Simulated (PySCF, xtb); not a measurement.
Y(OH)3 (H₃O₃Y), SMILES [Y]([OH])([OH])[OH].

GFN2-xTB run with xtb at its own geometry gives an orbital gap of 2.22 eV and a dipole moment of 3.03 D.

Geometry: PBE0-D3(BJ)/def2-SVP. The def2 effective core potentials stand for the cores of Y; spin–orbit coupling is left out. Other conformers were not sampled.

**Question.** What does B3LYP/def2-TZVPD in PySCF give? (The exact figures need the calculation; the answer reports its results.)

**Answer.** gap 5.99 eV (levels -7.74 and -1.75 eV), dipole 0.00 D.
